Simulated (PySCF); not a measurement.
From one molecule to another.

First species: C6H14OSSi.
Atom-mapped SMILES: `[CH2:1]=[CH:2][Si@@H:3]([SH:4])[O:5][C:6]([CH3:7])([CH3:8])[CH3:9]` (hydrogens: H10, H11 on C1; H12 on C2; H13 on Si3; H14 on S4; H15, H16, H17 on C7; H18, H19, H20 on C8; H21, H22, H23 on C9)

Geometry (GFN2-xTB, Å), atoms numbered from 1 in this order:
```xyz
23
C6H14OSSi angstrom
C      2.2384    1.8243    0.8620
C      2.6044    0.7552    0.1709
Si     1.6094   -0.8404    0.0517
S      2.3025   -2.1821    1.5861
O      0.0496   -0.7049    0.4253
C     -1.0675   -0.1883   -0.2740
C     -2.0321    0.3440    0.7877
C     -0.6560    0.9321   -1.2246
C     -1.7046   -1.3388   -1.0551
H      1.3039    1.8570    1.4003
H      2.8505    2.7109    0.9313
H      3.5620    0.7727   -0.3333
H      1.8497   -1.4820   -1.2425
H      1.1038   -2.6049    1.9484
H     -1.5630    1.1546    1.3398
H     -2.9420    0.7121    0.3229
H     -2.2861   -0.4475    1.4882
H     -0.1415    1.7176   -0.6782
H      0.0160    0.5494   -1.9883
H     -1.5339    1.3538   -1.7063
H     -2.5941   -0.9974   -1.5768
H     -0.9943   -1.7283   -1.7802
H     -1.9798   -2.1420   -0.3763
```

Second species: C5H16N2Si2.
Numbering: `[CH3:1][CH2:2][CH2:3][N:4]1[SiH2:5][CH2:6][NH:7][Si@H:8]1[CH3:9]` (hydrogens: H10, H11, H12 on C1; H13, H14 on C2; H15, H16 on C3; H17, H18 on Si5; H19, H20 on C6; H21 on N7; H22 on Si8; H23, H24, H25 on C9)

Structure used (GFN2-xTB), in Å, numbered top down from 1:
```
atom  x, y, z in Å
C1     3.5102    0.2258    0.4126
C2     2.1329    0.3359   -0.2285
C3     1.0933   -0.5245    0.4912
N4    -0.2086   -0.4442   -0.1198
Si5   -0.7038   -1.4852   -1.3959
C6    -2.4518   -0.7672   -1.6336
N7    -2.6825    0.1719   -0.5555
Si8   -1.3164    0.8610    0.2119
C9    -1.6122    1.1285    2.0598
H10    4.2273    0.8533   -0.1115
H11    3.4736    0.5426    1.4528
H12    3.8649   -0.8022    0.3812
H13    1.7961    1.3738   -0.2108
H14    2.1801    0.0169   -1.2715
H15    1.4252   -1.5676    0.4832
H16    1.0195   -0.1998    1.5334
H17   -0.7003   -2.8833   -0.9495
H18    0.0868   -1.3529   -2.6300
H19   -2.5358   -0.2760   -2.6103
H20   -3.2198   -1.5449   -1.6098
H21   -3.5595    0.6629   -0.6192
H22   -0.8136    2.1178   -0.3909
H23   -1.8407    0.2026    2.5767
H24   -0.7367    1.5670    2.5260
H25   -2.4390    1.8120    2.2168
```

Levels: PBE0/pcSseg-1 for HOMO energy, LUMO energy and HOMO–LUMO gap. Geometries: GFN2-xTB. Each structure is a single optimised conformer of the isolated species, non-relativistic unless stated. Electronic properties by PySCF.

Dipoles, sizes and rotational constants follow the conformer. The torsions of the flexible species, by atom-mapped SMILES:
- `[CH2:1]=[CH:2][Si@@H:3]([SH:4])[O:5][C:6]([CH3:7])([CH3:8])[CH3:9]`: C1–C2–Si3–S4 -93°, C2–Si3–O5–C6 77°, Si3–O5–C6–C7 -150°, H–S4–Si3–C2 138°

The conformers of `CCCN1[SiH2]CN[Si@H]1C` aren't listed.

```
     property  column X  column Y
  HOMO energy  -6.40 eV  -6.95 eV
  LUMO energy   0.65 eV  -0.73 eV
HOMO–LUMO gap   7.05 eV   6.22 eV
```

Task: Which column belongs to which species?

Result: Column X is the second species and column Y the first. The first has 23 atoms and 88 electrons, the second 25 and 88.

Task: How does each property change from the first species to the second?

Result: HOMO energy +0.55 eV; LUMO energy +1.38 eV; HOMO–LUMO gap +0.83 eV.

